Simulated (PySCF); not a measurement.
**Excitation energy of Zn by level of theory**

Zn [Ar] 3d10 4s2 (1S) → Zn [Ar] 3d10 4s1 4p1 (3P), as a difference of total energies. Computed with PySCF 2.14 in aug-cc-pVDZ-PP with ECP10MDF (5s5p4d2f, 54 functions), with scalar relativity through the core potential. Correlated levels: valence: 3s2 3p6 frozen. The calculations carry no spin-orbit coupling.

| method | excitation energy (eV) | error (eV) |
| --- | --- | --- |
| UHF | 2.744 | -1.310 |
| MP2 (valence) | 3.824 | -0.230 |
| SCS-MP2 (valence) | 3.922 | -0.132 |
| CCSD (valence) | 3.871 | -0.183 |
| CCSD(T) (valence) | 3.959 | -0.095 |

Reference: 4.054 eV (measured; NIST levels, between the centres of gravity of the two terms).

Errors of the correlated levels include the incompleteness of this basis and the frozen core.
